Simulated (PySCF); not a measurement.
**Molecular orbitals of TiI**

PBE at R = 2.632 Å; basis Ti x2c-TZVPPall, I x2c-TZVPPall; spin-free X2C with a Gaussian nucleus; PySCF 2.14. State: quartet, unpaired electrons σ ↑, π ↑, δ ↑, a mixture of terms (⟨Lz²⟩ = 4.8). Only the outer orbitals are listed, counted within each symmetry.

```
spin  orbital  occ.  ε (eV)  on Ti (%)            main shells (%)
   α      15σ     1  -16.31          6                     94 I s
   α      16σ     1   -7.23         25    73 I p, 14 Ti s, 9 Ti d
   α       8π     1   -6.29         12             87 I p, 9 Ti d
   α       8π     1   -6.28         14            85 I p, 12 Ti d
   α      17σ     1   -4.54        100           65 Ti d, 33 Ti s
   α       3δ     1   -4.21         98           63 Ti d, 30 Ti s
   α       9π     1   -3.94         90             86 Ti d, 9 I p
   α       9π     0   -3.54         92                    89 Ti d
   α       3δ     0   -3.53        100                   100 Ti d
   α      18σ     0   -3.08         90  55 Ti d, 23 Ti p, 11 Ti s
   β      14σ     1  -36.27        100                   100 Ti p
   β       7π     1  -35.89        100                   100 Ti p
   β      15σ     1  -16.32          5                     95 I s
   β      16σ     1   -7.04         19             80 I p, 9 Ti s
   β       8π     1   -6.27          8                     92 I p
   β       8π     1   -6.15          7                     93 I p
   β      17σ     0   -2.73        100           75 Ti s, 22 Ti d
   β       9π     0   -2.47         94                    93 Ti d
   β       3δ     0   -2.37        100                   100 Ti d
```

Problem. Which are the highest filled and the lowest empty level, where do they sit, and how wide is the gap?

Solution. Highest filled α 9π at -3.94 eV (in %: 86 Ti d, 9 I p); lowest empty α 9π at -3.54 eV (in %: 89 Ti d); the gap at PBE is 0.40 eV. Both belong to one degenerate shell, split only by its one-sided filling, so this is no excitation gap.

- bond order (Mayer): 1.42
- ⟨S²⟩: 3.762
- charge on Ti (Mulliken, basis-dependent): 0.15
- charge on Ti (Löwdin, basis-dependent): -0.41
- dipole moment (positive dipole means Ti(−)I(+)): -3.50 D
- polarisability along the bond: 131.6 bohr³
- polarisability across the bond: 94.2 bohr³

Spin–orbit coupling is left out. With d or f electrons several states lie close, and the lowest PBE0 determinant need not be the measured ground state.
